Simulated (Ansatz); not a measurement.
The first iterations of a band of BH4NO + H3N (11 atoms, charge 0, multiplicity 1).

Computed with Ansatz 0.2.0, RHF/6-31G*.

```
movable images  : 7
climbing image  : yes
spring          : 5.0 eV/Å²
optimiser       : quadratic models (default)
start path      : straight line
force threshold : 0.03 eV/Å
iteration limit : 60
end points      : relaxed
```

Image 0:

```xyz
11
Properties=species:S:1:pos:R:3
B 0.053 -0.601 -0.280
O -0.183 -0.599 1.068
H -1.093 -0.739 1.283
N 1.356 -0.377 -0.738
H 2.128 -0.252 -0.121
H 1.598 -0.382 -1.702
H -0.833 -0.783 -1.060
N -0.186 2.776 1.360
H 0.358 2.899 0.526
H 0.234 3.344 2.071
H -0.078 1.818 1.635
```

Image 8:

```xyz
11
Properties=species:S:1:pos:R:3
B -0.233 0.842 -0.609
O 0.728 0.127 2.982
H 0.264 -0.699 2.970
N 0.653 -0.066 -1.216
H 0.344 -0.757 -1.860
H 1.631 -0.103 -1.033
H -1.395 0.787 -0.880
N 0.195 1.802 0.351
H 1.157 2.030 0.485
H -0.412 2.538 0.637
H 0.422 0.603 2.217
```

| iteration | highest image above the first end (eV) | largest band force component (eV/Å) |
| --- | --- | --- |
| 1 | 9.462 | 5.466 |
| 2 | 7.159 | 4.460 |
| 3 | 5.857 | 13.269 |
| 4 | 5.031 | 4.490 |
| 5 | 3.755 | 3.942 |
| 6 | 2.784 | 9.958 |
| 7 | 2.204 | 1.196 |
| 8 | 1.538 | 2.843 |
| 9 | 1.361 | 0.650 |
| 10 | 1.261 | 0.824 |
| 11 | 1.714 | 1.434 |

Question: Does the band converge within its limit, and where does its top end?

Answer: It converged. It ended after 34 iterations with the highest image 2.145 eV above the first end. Neighbouring images differ by up to 1.6 eV, so the band resolves the path poorly. Another band between the same ends (7 images) ends at a top of the same energy, where a vibrational analysis finds 1 clearly imaginary mode. The orbitals stay closed-shell, which can raise the energy where a bond breaks towards radicals; this wasn't checked here.

The run took 4.6 min on 1 thread of Arm Neoverse V1, on a shared host, peak memory 0.15 GiB.
